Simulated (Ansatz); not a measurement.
Ansatz (an electronic-structure program) input (CCSD(T)/6-31G):

Ansatz 0.2 input:
```yaml
crystal:
  periodic: [false, false, false]
  atoms:
    - {symbol: Si, position_ang: [-0.24479723, -0.16964960, 0.01504643]}
    - {symbol: F, position_ang: [-1.51013434, -1.04655468, 0.09282020]}
    - {symbol: Cl, position_ang: [-0.47769741, 1.75848922, -0.03021888]}
    - {symbol: Cl, position_ang: [1.47877801, -1.06471942, -0.03131240]}
basis:
  gaussian:
    orbitals: 6-31G
total_charge: 1
magnetization: {spin_polarized: false}
correlation: {method: ccsd_t, electrons: outside_noble_gas}
```

Output:

```
Functional definition: HF
integrals: 0.02 GiB planned
495 factors; integrals over basis functions are off by at most 1.4e-4 eV
mean field: 0.15 GiB planned
mean field evaluation 1: about -35559.6813 eV, gradient 4.2e1 eV
mean field evaluation 2: about -35559.8101 eV, gradient 4.2e1 eV
mean field evaluation 4: about -35563.5846 eV, gradient 2.1e0 eV
mean field evaluation 8: about -35563.6257 eV, gradient 1.4e-1 eV
mean field evaluation 16: about -35562.1514 eV, gradient 2.9e1 eV
mean field -35563.62584378 eV, -1306.9391438677 hartree, gradient 1.4e-6 eV, S^2 0.000000; 0 other end points of the search recorded, 0 dependent functions left out
16 core orbitals not correlated
reference -35563.62584378 eV, -1306.9391438677 hartree; 12, 12 occupied and 20, 20 virtual orbitals, 495 factors
second order -7.01356912 eV of doubles, -0.00000000 eV of singles
coupled cluster: 0.06 GiB planned
cycle   1  -6.95117633 eV  change    6.2e-2 eV  update   1.0e-1
cycle   2  -7.21447413 eV  change   -2.6e-1 eV  update   3.0e-2
cycle   3  -7.27016282 eV  change   -5.6e-2 eV  update   1.7e-2
cycle   4  -7.27588072 eV  change   -5.7e-3 eV  update   4.0e-3
cycle   5  -7.27310117 eV  change    2.8e-3 eV  update   1.2e-3
cycle   6  -7.27272484 eV  change    3.8e-4 eV  update   3.3e-4
cycle   7  -7.27260754 eV  change    1.2e-4 eV  update   9.1e-5
cycle   8  -7.27259956 eV  change    8.0e-6 eV  update   2.7e-5
perturbative correction -0.19592472 eV, -0.0072001008 hartree
Total energy: -35571.09436806 eV, -1307.2136070726 hartree
```
